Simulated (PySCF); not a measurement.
**Heteronuclear NMR**

Geometry:
| atom | x (Å) | y (Å) | z (Å) |
| --- | --- | --- | --- |
| C1 | -1.640 | 0.810 | 0.947 |
| O2 | -0.677 | 0.023 | 0.264 |
| C3 | -1.209 | -1.074 | -0.457 |
| B4 | 0.559 | 0.862 | -0.482 |
| N5 | 1.677 | -0.112 | -0.633 |
| C6 | 2.468 | -0.543 | 0.388 |
| O7 | 2.284 | -0.320 | 1.562 |
| H8 | -2.250 | 0.154 | 1.584 |
| H9 | -1.084 | 1.526 | 1.561 |
| H10 | -2.281 | 1.347 | 0.228 |
| H11 | -1.747 | -1.737 | 0.235 |
| H12 | -1.882 | -0.723 | -1.257 |
| H13 | -0.353 | -1.603 | -0.891 |
| H14 | 0.744 | 1.754 | 0.320 |
| H15 | 0.084 | 1.196 | -1.559 |
| H16 | 1.974 | -0.405 | -1.555 |
| H17 | 3.336 | -1.159 | 0.036 |

All values are calculated (PySCF 2.14.0 with density-fitted response routines): spin–spin couplings from B3LYP/pcJ-1 (spin–dipole term only in couplings to heteroatoms), PBE0-D3(BJ)/def2-SVP structure, shielding tensors at PBE0/pcSseg-1 (GIAO). Non-relativistic, single conformer, fast rotation and ring inversion assumed for equivalent nuclei, isolated molecule.

(1) What are the $^{15}$N shifts?

(2) Where does $^{17}$O resonate?

Results:

(1) 
```csv
atoms,environment,σ (ppm),δ (ppm)
N5,amide-type nitrogen,116.0,-256.7
```

Shieldings were converted by a linear fit to measured shifts: $^{15}$N (scatter 7.2 ppm rms vs CH3NO2, solution or neat liquid). Occasional misses reach two or three times the rms, and more in compound classes unlike the fitted ones. Couplings are scaled by factors fitted to measured values: $^{2}J$(H,H) × 0.91 (rms 0.6 Hz); all others are unscaled and can be 10–30 % off.

Couplings (the largest are listed; each averaged over equivalent pairs): $^{1}J$(B4,N5) = -24.1 Hz, $^{1}J$(N5,C6) = -12.9 Hz, $^{2}J$(N5,H17) = -15.2 Hz, $^{2}J$(O2,N5) = 2.7 Hz, $^{2}J$(N5,H14) = -1.4 Hz. Signs are for $^{15}$N, whose magnetogyric ratio is negative.

On a 500 MHz spectrometer $^{15}$N resonates near 50.7 MHz, so 1 ppm is 50.7 Hz.

(2) 
| atoms | environment | σ (ppm) | δ (ppm) |
| --- | --- | --- | --- |
| O7 | amide-type carbonyl oxygen | -123.3 | 374.0 |
| O2 | donor oxygen of a Lewis adduct | 313.9 | -15.8 |

Shieldings were converted by a linear fit to measured shifts: $^{17}$O: δ = 264.06 − 0.892σ (rms 13.4 ppm, 147 shifts, 14.2 ppm with the 1 outlier that the fit left out vs liquid water, solution or neat liquid). Occasional misses reach two or three times the rms, and more in compound classes unlike the fitted ones. Couplings are scaled by factors fitted to measured values: $^{2}J$(H,H) × 0.91 (rms 0.6 Hz); all others are unscaled and can be 10–30 % off.

Couplings (the largest are listed; each averaged over equivalent pairs; quadrupolar broadening usually hides them): $^{1}J$(C6,O7) = 27.7 Hz, $^{1}J$(C1,O2) = 15.4 Hz, $^{1}J$(O2,B4) = 11.4 Hz, $^{2}J$(O2,H14) = -8.9 Hz, $^{2}J$(O7,H17) = -7.3 Hz, $^{2}J$(O2,H8) = -4.8 Hz, $^{2}J$(O2,N5) = 2.7 Hz, $^{3}J$(B4,O7) = -1.2 Hz.

On a 500 MHz spectrometer $^{17}$O resonates near 67.8 MHz, so 1 ppm is 67.8 Hz.

Hydrogen bonding in solution shields acid and N–H amide carbonyl oxygens by tens of ppm.
